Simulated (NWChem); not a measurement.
Species: silylphosphine (SiPH₅); SMILES [SiH3]P

```xyz
7

Si    -0.0218     1.1029     0.0000
P     -0.0877    -1.1750     0.0000
H     -0.7406     1.5857    -1.2087
H     -0.7406     1.5857     1.2087
H      1.3521     1.6755     0.0000
H      0.8750    -1.3314    -1.0398
H      0.8750    -1.3314     1.0398
```
Atoms are numbered in this order, from 1.

Coordinates come from a B3LYP/6-31G* (spherical d) optimisation.

Symmetry labels are those of Cs in the frame above (b1 and b2, or b-type labels, depend on it).

**Question.** List the 4 lowest vertical singlet excitations from B3LYP/def2-SVPD, TDA (NWChem).

**Answer.** 
| state | energy (eV) | oscillator strength | symmetry | leading excitation (squared amplitude) |
|---|---|---|---|---|
| S1 | 6.36 | 0.044 | a' | HOMO → LUMO+1 (0.80) |
| S2 | 6.54 | 0.012 | a" | HOMO → LUMO+2 (0.93) |
| S3 | 6.64 | 0.200 | a' | HOMO → LUMO (0.70) |
| S4 | 7.20 | 0.011 | a" | HOMO → LUMO+4 (0.93) |
